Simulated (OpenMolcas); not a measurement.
**W²⁺: CASPT2 settings compared**

* Program: OpenMolcas
* Basis: ANO-R3 [9s7p6d4f3g2h]
* Scalar Hamiltonian: X2C, finite nucleus
* Active space: 4 electrons in 5 orbitals (5d)
* State averaging: 2S+1 = 5 even, 5 roots; 2S+1 = 3 even, 45 roots (30 in the spin-orbit step); 2S+1 = 1 even, 50 roots (22 in the spin-orbit step)
* Spin-orbit coupling: state interaction with AMFI integrals over the reference wave functions, term energies averaged over their components

Methods on the same reference wave functions:
A. CASSCF
B. SS-CASPT2, IPEA 0.3 Eh, real shift 0.3 Eh (closed shells correlated: 5s 5p)
C. SS-CASPT2, IPEA 0.4 Eh, imaginary shift 0.5 Eh (closed shells correlated: none)
D. SS-CASPT2, IPEA 0.5 Eh, sigma2 regulariser 0.5 Eh (closed shells correlated: none)

Energies in cm⁻¹ above 5d⁴ ⁵D₀, the measured ground level; measured values from NIST levels as listed in McCann et al., Mon. Not. R. Astron. Soc. 538, 537 (2025).

```csv
Level,A,B,C,D,Measured
5d⁴ ⁵D₀,0.0,0.0,0.0,0.0,0.0
5d⁴ ⁵D₁,1383,1731,1747,1749,2256
5d⁴ ⁵D₂,3457,4150,4190,4190,4461
5d⁴ ⁵D₃,5463,6180,6220,6230,6278
5d⁴ ⁵D₄,6915,7260,7300,7320,7687
5d⁴ ³H₄ [61 %],16120,14000,14340,14380,13701
5d⁴ ³P₀,16997,13640,13530,13530,9904
```

Deviations, from unrounded energies. A percentage is the sum of absolute deviations over the sum of measured energies, with the sign that they share, or ± where signs differ.

```
                        Against measurement  Levels      A      B      C      D
             mean absolute deviation (cm-1)       6   2200    900    920    920
      fine structure of the ground term (%)       4  -16.7   -6.6   -6.0   -5.8
other terms of the ground configuration (%)       2  +40.3  +17.1  +18.1  +18.2
```

B, C, D lie about equally close to measurement and A furthest from it. The largest miss of B in the table is 5d⁴ ³P₀, by +3700 cm-1. The ranking rests on the paired levels alone, and a cruder setting can come out closer through cancelling errors.

Among B to D the level of the table that moves most is 5d⁴ ³H₄ [61 %], by 380 cm-1 (lowest in B, highest in D). Moves below CASPT2's spread within the term are not significant.

The mean deviations of B to D differ by less than CASPT2's widest spread within a term (120 cm-1), so their order carries little weight.

From A to B the spin-free energies of the other terms of 5d⁴ shown, above ⁵D, scale by factors of 0.69 to 0.81.

The lowest spin-free term lies below A's lowest term by 0.298 hartree in B, 0.032 hartree in C, 0.031 hartree in D.

CASPT2 breaks the degeneracy within a term, and the mean is taken; among the terms shown or strongly mixed into the levels shown the widest spread is 120 cm-1 (5d⁴ ³H, B). Some high roots are left out of the spin-orbit mixing, which shifts the levels that they would mix with. Configurations with an s electron lie low in 5d ions of this charge, fall among these levels and mix in, so low-spin terms can stand far too high, up to twice their true height, and weights are not those of the real levels. Without dynamic correlation excited terms often stand tens of per cent too high (terms of higher spin than the ground term too low), and those without a measured partner can miss by more than the paired ones (holds for A). Some terms miss by over 15 % even with CASPT2, which points to a basis or an active space too small for the shells correlated (holds for B; C; D). Measured partners are found by configuration, term and J. A level has none where our copy of the source lacks it or the pairing is in doubt (some pairs that miss far off the trend of their configuration count as doubtful), and it then counts in no deviation. Only configurations of the active space appear. Levels that lie high or do not pair safely by name in every column are left out.

A share in square brackets marks a mixed level and gives the weight of the term that names it, the lowest over the columns.
